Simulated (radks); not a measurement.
The numbers below are computed, except where a source is named.
Rh III, 43 electrons, occupied as [Kr] 4d7 (the NIST ground configuration).

Code: a radial shooting solver on a logarithmic mesh with Libxc functionals. Model: scalar-relativistic Kohn-Sham, MS2 meta-GGA, spin-polarised, spherical densities, finite nucleus; open shells are filled with parallel spins first (spin-orbit coupling, left out, can overturn this in heavy ions); meta-GGA in the generalised Kohn-Sham scheme; Fermi nuclear charge, rms radius 4.4945 fm.

Energy parts (hartree):
| part | energy |
|---|---|
| total | -4783.05777 |
| kinetic | 4953.71105 |
| electron-nucleus | -11512.61003 |
| Hartree | 1913.69042 |
| exchange-correlation | -137.84921 |

Orbitals (lengths in bohr, moments of r in powers of bohr; <r^-3> diverges for s and p1/2):
| orbital | occ. | eigenvalue (hartree) | <r^-3> | <r^4> | <r> | <1/r> |
|---|---|---|---|---|---|---|
| 1s up | 1 | -848.4376 | - | 5.361e-06 | 0.03261 | 47.07 |
| 1s down | 1 | -848.4372 | - | 5.361e-06 | 0.03261 | 47.07 |
| 2s up | 1 | -123.9120 | - | 0.0009657 | 0.1417 | 10.67 |
| 2s down | 1 | -123.8992 | - | 0.0009655 | 0.1417 | 10.67 |
| 2p up | 3 | -110.9566 | 3241 | 0.0006949 | 0.1237 | 10.32 |
| 2p down | 3 | -110.9454 | 3242 | 0.0006947 | 0.1237 | 10.32 |
| 3s up | 1 | -22.94433 | - | 0.04629 | 0.3894 | 3.720 |
| 3s down | 1 | -22.94109 | - | 0.04622 | 0.3894 | 3.720 |
| 3p up | 3 | -18.65069 | 563.9 | 0.05042 | 0.3899 | 3.536 |
| 3p down | 3 | -18.64313 | 563.5 | 0.05031 | 0.3899 | 3.535 |
| 3d up | 5 | -11.85467 | 76.31 | 0.05111 | 0.3705 | 3.304 |
| 3d down | 5 | -11.83686 | 76.28 | 0.05092 | 0.3705 | 3.304 |
| 4s up | 1 | -3.90383 | - | 1.775 | 0.9818 | 1.388 |
| 4s down | 1 | -3.81305 | - | 1.758 | 0.9787 | 1.394 |
| 4p up | 3 | -2.69642 | 86.62 | 2.737 | 1.077 | 1.248 |
| 4p down | 3 | -2.59984 | 87.57 | 2.735 | 1.074 | 1.253 |
| 4d up | 5 | -0.98222 | 7.116 | 11.13 | 1.431 | 0.9293 |
| 4d down | 2 | -0.88758 | 7.002 | 12.56 | 1.458 | 0.9190 |

The highest occupied level is 4d down at -24.152 eV. For comparison, the ionisation energy in NIST's Atomic Spectra Database is 31.060 eV (semi-empirical). In exact Kohn-Sham theory the highest level is minus the ionisation energy, but local and semilocal functionals leave it too shallow, through self-interaction and a potential that decays too fast; potentials with the right tail come closer. Summed over all electrons, <r^2> = 30.63 bohr^2, which gives a Langevin (diamagnetic) susceptibility term of -24.3 x 10^-6 cm^3/mol. The electron density at the nucleus is 1.238e+05 e/bohr^3 (large components only). Spin moment in Bohr magnetons: 3.
